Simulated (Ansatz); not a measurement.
Several settings on one geometry of HgBr2 (that of the charge 0 singlet, PBE-D4/def2-TZVP). Ansatz on 2 threads of Arm Neoverse V2 on a shared host; times are rough.

```xyz
3

Hg    0.0000    0.0000    0.0000
Br   -0.0171   -0.0214    2.4158
Br    0.0171    0.0214   -2.4158
```

Totals from different functionals, basis sets or treatments of relativity can't be compared as stabilities.

In the def2 sets Hg takes a core potential; there is no spin–orbit coupling.

Scalar relativity in a set contracted without it gives distorted totals.

Task: Give the basis size and estimate the energy, ⟨S²⟩, dipole and time of these runs.

| run | method | charge | state | further keys |
| --- | --- | --- | --- | --- |
| 1 | RKS RPBE-D4/def2-TZVP | 0 | singlet | fitting: {mean_field: def2-universal-jkfit}; pseudopotentials: {relativity: scalar}; scf: {omitted_lower_state_checks: [starts]} |
| 2 | UKS rPW86-PBE/def2-SVPD | 0 | singlet | final_grid: {core_spheres: 8, valence_spheres: 7, degree: 23}; scf: {omitted_lower_state_checks: [starts]} |
| 3 | RKS r2SCAN50-D3(BJ)-ATM/def2-TZVPD | 0 | singlet | forces asked |
| 4 | RKS revPBE/def2-SVP | 0 | singlet | scf: {lower_state_search: off}; forces asked |

Result: 
| run | functions | energy (Eh) | ⟨S²⟩ | dipole (D) | wall time |
| --- | --- | --- | --- | --- | --- |
| 1 | 139 | -5351.1326 | – | – | 2 s |
| 2 | 117 | -5303.1304 | 0.00 | – | 2.6 s |
| 3 | 160 | -5301.8129 | – | 0.00 | 12 s |
| 4 | 96 | -5300.8838 | – | 0.00 | 1.1 s |
